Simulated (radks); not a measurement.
Results of a calculation; reference values are marked as such.
Question: Kr3+, 33 electrons, occupied as [Ar] 3d10 4s2 4p3. Level of theory: scalar-relativistic Kohn-Sham, PBE, spin-unpolarised, spherical densities, point nucleus (a radial shooting solver on a logarithmic mesh with Libxc functionals). Some entries of the table are withheld. Estimate them.

orbital,occ.,eigenvalue (hartree),<r^2> (bohr^2),<1/r> (bohr^-1)
1s,2,-521.8434,0.002318,36.76
2s,2,-70.02082,0.03970,8.165
2p,6,-62.08535,0.03136,(1)
3s,2,-11.18658,0.3228,2.701
3p,6,-8.65842,(2),2.549
3d,10,-4.47407,0.3766,2.277
4s,2,-2.17201,2.427,0.9106
4p,3,-1.59208,(3),(4)

Answer: 
(1) 2p <1/r> (bohr^-1): 7.984
(2) 3p <r^2> (bohr^2): 0.3411
(3) 4p <r^2> (bohr^2): 3.151
(4) 4p <1/r> (bohr^-1): 0.7915
